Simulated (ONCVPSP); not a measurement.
## An all-electron radial function and its pseudo partner (Co (Z = 27))

Columns: radius, all-electron u(r) and pseudo u(r) of the 3d shell (level -27.06 eV) of cobalt in the configuration [Ne] 3s2 3p6 3d7; PBE, scalar-relativistic, ONCV scheme, ONCVPSP 4.0.1.

```
r (bohr)  all-electron  pseudo
   0.078        0.0467  0.0042
   0.155        0.2057  0.0311
   0.232        0.4114  0.0980
   0.310        0.6065  0.2134
   0.388        0.7608  0.3714
   0.465        0.8678  0.5531
   0.542        0.9329  0.7371
   0.620        0.9633  0.9015
   0.698        0.9664  1.0238
   0.775        0.9506  1.0922
   0.852        0.9221  1.1071
   0.930        0.8850  1.0742
   1.008        0.8430  1.0061
   1.085        0.7991  0.9198
   1.162        0.7543  0.8299
   1.240        0.7092  0.7472
   1.318        0.6651  0.6791
   1.395        0.6230  0.6261
   1.472        0.5826  0.5827
   1.550        0.5435  0.5434
   1.628        0.5064  0.5064
   1.705        0.4718  0.4717
   1.782        0.4391  0.4391
   1.860        0.4080  0.4079
   1.938        0.3787  0.3787
   2.015        0.3517  0.3516
```

How many radial nodes do the two functions have?

The all-electron 3d function has n − l − 1 = 0; the pseudo-wave has 0.

At about which radius was the pseudo-wave matched?

1.55 bohr. The columns agree to 0.0005 from 1.47 bohr on; several derivatives are matched, so the curves merge somewhat inside the radius.

Where does each function peak?

Outermost all-electron maximum near 0.70 bohr, pseudo maximum near 0.85 bohr (to the table’s step).

Is the pseudo-wave norm-conserving?

Yes: the ONCV scheme keeps the norm inside the radius equal to the all-electron one, which fixes the energy derivative of the logarithmic derivative at the level.
